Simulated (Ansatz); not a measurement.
Be2, closed-shell singlet (the spin of the measured ground state), most abundant isotopes (9.0122 and 9.0122 u). Constants from fifth-degree fits in 1/R to seven points on the lowest solution found; no spin–orbit coupling, no relativity up to Kr; ω_e x_e and α_e move by some per cent with the fit.

Correlated levels freeze the cores. CBS: X⁻³ extrapolation of the correlation energy, Hartree–Fock from the larger set.

Run with Ansatz (a quantum-chemistry and plane-wave program). 

At CCSD(T)/CBS(aug-cc-pVQZ, aug-cc-pV5Z): B₀ = 0.58121 cm⁻¹, fundamental 188 cm⁻¹.

Question: Taking the state as ¹Σ, work out the ideal-gas entropy and heat capacity at 298.15 K and 1 bar (rigid rotor, harmonic oscillator at the fundamental, no nuclear spin).

Answer: 
Translation: S = R(1.5 ln M + 2.5 ln T − 1.1517) with M = 18.024 u gives 144.92 J/(mol K). Rotation: q = kT/(σhcB₀) = 178.3 with σ = 2 and hc/k = 1.43878 cm K, S = R(ln q + 1) = 51.41. Vibration: u = hcν/kT = 0.907, S = R(u/(eᵘ − 1) − ln(1 − e⁻ᵘ)) = 9.40. Sum S° = 205.7 J/(mol K). C_p = 7R/2 + R u² eᵘ/(eᵘ − 1)² = 36.87 J/(mol K).

Doubts at one or more of the structures used: a restricted determinant that unrestricted orbitals would lower (CCSD(T)/CBS(aug-cc-pVQZ, aug-cc-pV5Z)).
